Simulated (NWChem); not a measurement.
C₅H₆; SMILES C(C1CC1)#C

Computed with NWChem. Pople sets run with spherical d functions. Each level has its own optimisation. Computed dipoles belong to the equilibrium geometry; the measured one is vibrationally averaged.

Measured dipole moment: 0.89 D (NIST CCCBDB, as tabulated in the package chemicals).

Which of these levels lies farthest from the measured value, and how do the others fare: Hartree-Fock/3-21G; PBE0/def2-SVP; Hartree-Fock/6-31G*; B3LYP/6-31G*; BLYP/def2-SVP; Hartree-Fock/STO-3G; PBE/def2-SVP; LDA (Slater exchange, VWN5)/def2-SVP?

Hartree-Fock/STO-3G.
| level | dipole moment (D) | computed − measured |
|---|---|---|
| Hartree-Fock/STO-3G | 0.58 | -0.31 |
| Hartree-Fock/3-21G | 0.85 | -0.04 |
| Hartree-Fock/6-31G* | 0.80 | -0.09 |
| B3LYP/6-31G* | 0.85 | -0.04 |
| LDA (Slater exchange, VWN5)/def2-SVP | 0.95 | +0.06 |
| PBE/def2-SVP | 0.94 | +0.05 |
| BLYP/def2-SVP | 0.92 | +0.03 |
| PBE0/def2-SVP | 0.91 | +0.02 |
